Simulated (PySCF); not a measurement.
These are r2SCAN-D4/def2-TZVP (PySCF) values and carry that method's errors. Gas-phase values, no solvent. One relaxed conformer stands for a flexible species; it need not be the lowest. Delta-SCF ions had no search for a lower state. Excitations are Tamm–Dancoff values on a coarser integration grid. The basis has no diffuse functions, so Rydberg states are missing or too high.

Reference species (SMILES): `[H]/B=C1\BO1` (neutral, multiplicity 1).

```
Property                                  Result
--------------------------------------  --------
S1 oscillator strength                     0.000
vertical ionisation energy (Delta-SCF)   8.72 eV
T1 excitation (TDA)                      1.78 eV
LUMO                                    -2.92 eV
```

Changed species: `C=BB=O`.

Task: Give the shifts of the S1 oscillator strength, vertical ionisation energy (Delta-SCF), T1 excitation (TDA) and LUMO.

Result: the S1 oscillator strength stays essentially unchanged; the vertical ionisation energy (Delta-SCF) increases by 1.07 eV, to 9.79 eV; the T1 excitation (TDA) rises by 0.48 eV, to 2.26 eV; the LUMO falls by 0.90 eV, to -3.82 eV.
